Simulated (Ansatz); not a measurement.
Geometry optimisation of `CO[SiH2][SiH2]N`.

```yaml
crystal:
  periodic: [false, false, false]
  atoms:
    - {symbol: C, position_ang: [-0.824675, 1.914744, 0.447031]}
    - {symbol: O, position_ang: [0.200917, 1.385252, 1.270951]}
    - {symbol: Si, position_ang: [1.332468, 0.276343, 0.692739]}
    - {symbol: Si, position_ang: [0.266953, -1.701331, -0.033709]}
    - {symbol: N, position_ang: [-0.838718, -1.243750, -1.327528]}
    - {symbol: H, position_ang: [-1.550953, 2.450267, 1.092744]}
    - {symbol: H, position_ang: [-0.420438, 2.648111, -0.290571]}
    - {symbol: H, position_ang: [-1.366952, 1.121576, -0.117302]}
    - {symbol: H, position_ang: [2.265888, 0.009363, 1.838806]}
    - {symbol: H, position_ang: [2.132780, 0.868850, -0.452087]}
    - {symbol: H, position_ang: [1.308386, -2.756613, -0.369012]}
    - {symbol: H, position_ang: [-0.581675, -2.278896, 1.069055]}
    - {symbol: H, position_ang: [-1.506012, -1.951166, -1.651883]}
    - {symbol: H, position_ang: [-0.430771, -0.772150, -2.140435]}
basis:
  gaussian: {orbitals: def2-TZVP}
hamiltonian: {xc: pbe0, dispersion: d4}
relax: {f_tol: 0.005, max_steps: 150}
```

```sh
$ ansatz run in.yaml --threads 4 --pin off --events-out ev --progress --plain --max-ram 10444MiB
```

Output, abridged:

```
Functional definition: PBE0
mean field -20467.63958559 eV, -752.1718813059 hartree, gradient 5.5e-5 eV, S^2 0.000000; 0 other end points of the search recorded, 0 dependent functions left out
relax step   1: F+E_penalty+E_count = -20467.90329443 eV  Δ(F+E_penalty+E_count) = +0.000e0 eV  max|allowed force component| = 6.006e-1 eV/Å  Δτ_max = 0.0000 Å  (27 SCF iters, accepted)
mean field -20467.70308469 eV, -752.1742148550 hartree, gradient 2.5e-5 eV, S^2 0.000000; 0 other end points of the search recorded, 0 dependent functions left out
relax step   2: F+E_penalty+E_count = -20467.96558259 eV  Δ(F+E_penalty+E_count) = -6.229e-2 eV  max|allowed force component| = 5.336e-1 eV/Å  Δτ_max = 0.0995 Å  (30 SCF iters, accepted)
mean field -20467.71401312 eV, -752.1746164674 hartree, gradient 2.1e-5 eV, S^2 0.000000; 0 other end points of the search recorded, 0 dependent functions left out
relax step   3: F+E_penalty+E_count = -20467.97835452 eV  Δ(F+E_penalty+E_count) = -1.277e-2 eV  max|allowed force component| = 1.738e-1 eV/Å  Δτ_max = 0.0410 Å  (31 SCF iters, accepted)
mean field -20467.71856548 eV, -752.1747837633 hartree, gradient 2.0e-5 eV, S^2 0.000000; 0 other end points of the search recorded, 0 dependent functions left out
relax step   4: F+E_penalty+E_count = -20467.98217821 eV  Δ(F+E_penalty+E_count) = -3.824e-3 eV  max|allowed force component| = 9.006e-2 eV/Å  Δτ_max = 0.0294 Å  (31 SCF iters, accepted)
mean field -20467.72012048 eV, -752.1748409085 hartree, gradient 2.0e-5 eV, S^2 0.000000; 0 other end points of the search recorded, 0 dependent functions left out
relax step   5: F+E_penalty+E_count = -20467.98340825 eV  Δ(F+E_penalty+E_count) = -1.230e-3 eV  max|allowed force component| = 6.043e-2 eV/Å  Δτ_max = 0.0229 Å  (31 SCF iters, accepted)
mean field -20467.72178453 eV, -752.1749020615 hartree, gradient 2.0e-5 eV, S^2 0.000000; 0 other end points of the search recorded, 0 dependent functions left out
relax step   6: F+E_penalty+E_count = -20467.98454015 eV  Δ(F+E_penalty+E_count) = -1.132e-3 eV  max|allowed force component| = 1.779e-2 eV/Å  Δτ_max = 0.0419 Å  (31 SCF iters, accepted)
mean field -20467.72191395 eV, -752.1749068173 hartree, gradient 1.9e-5 eV, S^2 0.000000; 0 other end points of the search recorded, 0 dependent functions left out
relax step   7: F+E_penalty+E_count = -20467.98466503 eV  Δ(F+E_penalty+E_count) = -1.249e-4 eV  max|allowed force component| = 1.079e-2 eV/Å  Δτ_max = 0.0089 Å  (32 SCF iters, accepted)
mean field -20467.72210988 eV, -752.1749140178 hartree, gradient 1.9e-5 eV, S^2 0.000000; 0 other end points of the search recorded, 0 dependent functions left out
relax step   8: F+E_penalty+E_count = -20467.98485280 eV  Δ(F+E_penalty+E_count) = -1.878e-4 eV  max|allowed force component| = 1.401e-2 eV/Å  Δτ_max = 0.0275 Å  (31 SCF iters, accepted)
mean field -20467.72213698 eV, -752.1749150135 hartree, gradient 1.9e-5 eV, S^2 0.000000; 0 other end points of the search recorded, 0 dependent functions left out
relax step   9: F+E_penalty+E_count = -20467.98494860 eV  Δ(F+E_penalty+E_count) = -9.580e-5 eV  max|allowed force component| = 1.766e-2 eV/Å  Δτ_max = 0.0246 Å  (31 SCF iters, accepted)
mean field -20467.72213081 eV, -752.1749147868 hartree, gradient 1.9e-5 eV, S^2 0.000000; 0 other end points of the search recorded, 0 dependent functions left out
relax step  10: F+E_penalty+E_count = -20467.98499698 eV  Δ(F+E_penalty+E_count) = -4.839e-5 eV  max|allowed force component| = 1.247e-2 eV/Å  Δτ_max = 0.0127 Å  (33 SCF iters, accepted)
mean field -20467.72212371 eV, -752.1749145260 hartree, gradient 1.9e-5 eV, S^2 0.000000; 0 other end points of the search recorded, 0 dependent functions left out
relax step  11: F+E_penalty+E_count = -20467.98500467 eV  Δ(F+E_penalty+E_count) = -7.685e-6 eV  max|allowed force component| = 1.080e-2 eV/Å  Δτ_max = 0.0109 Å  (32 SCF iters, accepted)
mean field -20467.72213968 eV, -752.1749151129 hartree, gradient 1.9e-5 eV, S^2 0.000000; 0 other end points of the search recorded, 0 dependent functions left out
relax step  12: F+E_penalty+E_count = -20467.98502435 eV  Δ(F+E_penalty+E_count) = -1.968e-5 eV  max|allowed force component| = 4.598e-3 eV/Å  Δτ_max = 0.0037 Å  (33 SCF iters, accepted)
mean field -20467.72213968 eV, -752.1749151129 hartree, gradient 5.8e-5 eV, S^2 0.000000; 1 other end points of the search recorded, 0 dependent functions left out
Total energy: -20467.98506293 eV, -752.1845773642 hartree
Atom 0 at    -0.819647     1.943485     0.501305 Å, force    -0.004598     0.001453    -0.002443 eV/Å
Atom 1 at     0.217970     1.390578     1.279328 Å, force     0.001982    -0.001484     0.001108 eV/Å
Atom 2 at     1.282841     0.287469     0.675470 Å, force    -0.000653     0.000327     0.000990 eV/Å
Atom 3 at     0.237628    -1.691657    -0.039497 Å, force    -0.000480     0.000474    -0.000813 eV/Å
Atom 4 at    -0.770953    -1.325573    -1.398155 Å, force    -0.001149    -0.002776    -0.001766 eV/Å
Atom 5 at    -1.430100     2.575676     1.148411 Å, force     0.001770    -0.000908    -0.000858 eV/Å
Atom 6 at    -0.419642     2.563065    -0.310552 Å, force    -0.000262    -0.000719     0.001177 eV/Å
Atom 7 at    -1.456546     1.166464     0.063744 Å, force     0.002061     0.000846     0.001081 eV/Å
Atom 8 at     2.250239     0.009281     1.767448 Å, force    -0.000183     0.000446    -0.000022 eV/Å
Atom 9 at     2.028729     0.873908    -0.483952 Å, force    -0.000107    -0.000559    -0.000329 eV/Å
Atom 10 at     1.302190    -2.718552    -0.286319 Å, force    -0.000215     0.000423     0.000523 eV/Å
Atom 11 at    -0.648498    -2.249958     1.018804 Å, force     0.000928     0.000501    -0.000620 eV/Å
Atom 12 at    -1.416885    -2.025916    -1.729373 Å, force     0.001398     0.002532     0.000412 eV/Å
Atom 13 at    -0.370127    -0.827670    -2.177863 Å, force    -0.000492    -0.000554     0.001559 eV/Å
Dipole moment:    -0.200322    -0.053790    -0.438892 e Å
```

Hardware: 4 threads of an Intel Xeon Platinum 8488C on a shared host. Wall time 39 s, peak host memory 0.67 GiB.
